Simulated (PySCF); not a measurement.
Sn(SH)2 (H₂S₂Sn), SMILES [SH][Sn][SH] (connectivity only; charge and spin as stated), neutral, multiplicity 1.

Geometry optimised at B3LYP-D3(BJ)/def2-SVP. The def2 effective core potentials stand for the cores of Sn; spin–orbit coupling is left out. One conformer was computed; it need not be the lowest.

Level of theory: C-PCM-ωB97X/def2-SVP (PySCF).

The values are the electrostatic part of the solvation free energy, E(continuum) − E(gas) at the gas-phase geometry, in a cavity of scaled van der Waals radii (PySCF's table); cavitation and dispersion terms are not included. A continuum can't describe solvent molecules that bind to the metal. In vacuum the orbital gap is 8.37 eV. The dipole moment in vacuum is 3.64 D.

Computed values in water (ε = 78.36), 2-propanol (ε = 19.26), acetonitrile (ε = 35.69):
```
solvent           ε  ΔG(elec) (kcal/mol)  dipole (D)  gap (eV)
------------  -----  -------------------  ----------  --------
water         78.36                 -6.7        5.28      8.56
2-propanol    19.26                 -6.3        5.19      8.55
acetonitrile  35.69                 -6.5        5.24      8.55
```
